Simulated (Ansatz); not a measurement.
`CNB(F)F` + H₂S → `FB(F)S` + CH₃NH₂ at 700 K and 1 bar (ligand exchange at a B–N bond).

Gas-phase electronic energies from Ansatz, PBE0-D4/def2-TZVP geometries. CCSD(T)/CBS is the MP2 limit (def2-TZVPP, def2-QZVPP) plus CCSD(T) − MP2 in def2-TZVPP, frozen cores. This one scheme is used for every species. One conformer a species, not always the lowest.

| species | CCSD(T)/CBS energy (Eh) | H − E (kJ/mol) | S (J/(mol·K)) |
| --- | --- | --- | --- |
| `CNB(F)F` | -319.70892 | 234.5 | 405.5 |
| H₂S | -398.97279 | 64.8 | 236.9 |
| `FB(F)S` | -622.90532 | 96.6 | 353.7 |
| CH₃NH₂ | -95.75281 | 207.6 | 296.6 |

H − E and S are ideal-gas, rigid-rotor, harmonic terms from PBE0-D4/def2-TZVP, for one conformer and one mirror image of each species. 1 Eh = 2625.50 kJ/mol, R = 8.31446 J/(mol·K).

**Question.** By hand: ΔE, ΔH, ΔS and ΔG.

**Answer.** ΔE = (-622.90532) + (-95.75281) − (-319.70892) − (-398.97279) = 0.02358 Eh = 61.9 kJ/mol. Δ(H − E) = 96.6 + 207.6 − 234.5 − 64.8 = 4.9, so ΔH = 66.8 kJ/mol. ΔS = 353.7 + 296.6 − 405.5 − 236.9 = 7.9 J/(mol·K). ΔG = 66.8 − 700 × (7.9)/1000 = 61.3 kJ/mol.

**Question.** By hand: the equilibrium constant, and the temperature at which ΔG would vanish if ΔH and ΔS stayed fixed.

**Answer.** log₁₀ K = −ΔG/(RT ln 10) = -4.6. ΔG = 0 at ΔH/ΔS = 8456 K, far beyond where these terms or the molecules hold.

The number of gas molecules stays the same, so ΔS is small and ΔH decides. A doubt of 5 kJ/mol in ΔE shifts log₁₀ K by 0.4 here. Other conformers and mirror images would add mixing entropy, several J/(mol·K) or more a flexible species. These are equilibria of isolated gas molecules and say nothing of rates. Largest T1 diagnostic: 0.013 (customary marks: 0.02 for closed shells, 0.045 for open ones).
